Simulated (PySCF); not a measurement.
**C₆ coefficients of unlike pairs at PBE0**

Calculated with PySCF 2.14 from the dipole response of each species, C₆(A,B) = (3/π) ∫ α_A(iu) α_B(iu) du, in atomic units, from isotropic polarisabilities. For ions this is the dispersion term alone; charge-induced terms of lower order in 1/R come first.

```
species  configuration                                                                           basis      relativity  α (bohr³)  C₆ (like pair)
    N³⁺  [He] 2s2 (1S)                                                            dyall-av2z (11s7p2d)            none      2.127           2.111
   Rh³⁺  [Kr] 4d6 (5D)                                       aug-cc-pwCVDZ-PP with ECP28MDF (6s6p5d3f)  core potential      4.662           21.25
    B²⁺  [He] 2s1 (2S)                                                          aug-cc-pwCVDZ (5s4p2d)            none      7.189           9.631
   Mo²⁺  [Kr] 4d4 (5D)  x2c-TZVPPall with one added diffuse shell each of s, p, d, f type (9s7p7d3f1g)   spin-free X2C      9.824           52.05
```

Q: Estimate C₆ for Mo²⁺ with N³⁺.

A: The integral gives 10.39. The combination rule 2 C_A C_B / (C_A α_B/α_A + C_B α_A/α_B) gives 10.45 and the geometric mean 10.48.

No spin-orbit coupling is included.

The other pairs:

```
      pair     C₆
  B²⁺, N³⁺  4.101
 Mo²⁺, B²⁺  19.39
Mo²⁺, Rh³⁺  32.48
 Rh³⁺, N³⁺  6.303
 B²⁺, Rh³⁺  10.71
```
